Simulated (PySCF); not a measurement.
**Trend along the fourth-period p block: MF cations**

CCSD(T) with triple-zeta basis sets in PySCF, for the lowest determinant that a PBE0 search found; no spin–orbit coupling. De refers to high-spin ground-configuration atoms (the charge goes to the atom of lower measured ionisation energy or higher electron affinity, which is not always the lowest computed limit).

```json
{"M": "Ga", "basis": "def2-TZVPPD", "reference, frozen orbitals": "UHF, 10", "charged atom": "Ga+", "state (unpaired electrons)": "doublet (σ ↑)", "Re (Å)": "1.699", "ωe (cm⁻¹)": "752", "De (eV)": "1.64"}
{"M": "Ge", "basis": "def2-TZVPPD", "reference, frozen orbitals": "RHF, 10", "charged atom": "Ge+", "state (unpaired electrons)": "singlet (closed shell)", "Re (Å)": "1.676", "ωe (cm⁻¹)": "812", "De (eV)": "5.70"}
{"M": "As", "basis": "def2-TZVPPD", "reference, frozen orbitals": "UHF, 10", "charged atom": "As+", "state (unpaired electrons)": "doublet (π ↑)", "Re (Å)": "1.663", "ωe (cm⁻¹)": "832", "De (eV)": "4.55"}
```

The shortest bond is that of AsF⁺ (1.663 Å), the longest that of GaF⁺ (1.699 Å). GeF⁺ is bound most strongly (5.70 eV) and GaF⁺ least (1.64 eV).

The state changes along the series, so neighbouring rows are not always alike in their bonding.

Correlated steps freeze 10 core orbitals. Spin–orbit coupling is left out. For an ion De counts to the pair picked by the measured ionisation energies or electron affinities, which need not be the lowest pair at this level. Where the molecule has an RHF reference, its open-shell atoms are computed with UHF. States were picked by a PBE0 search and need not be the measured ground states.
